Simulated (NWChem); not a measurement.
System: MgF cation; SMILES [F][Mg+]

Results from NWChem. Pople sets run with spherical d functions. Each level has its own optimisation; frequencies are unscaled.

| level | r F–Mg (Å) | highest harmonic frequency (cm⁻¹) | zero-point energy (kcal/mol) |
|---|---|---|---|
| B3LYP/6-31G* | 1.701 | 825 | 1.2 |
| CAM-B3LYP/def2-SVP | 1.713 | 817 | 1.2 |
| Hartree-Fock/6-31G* | 1.681 | 888 | 1.3 |
| BLYP/def2-SVP | 1.740 | 764 | 1.1 |
| PBE-D3(BJ)/def2-SVP | 1.738 | 766 | 1.1 |
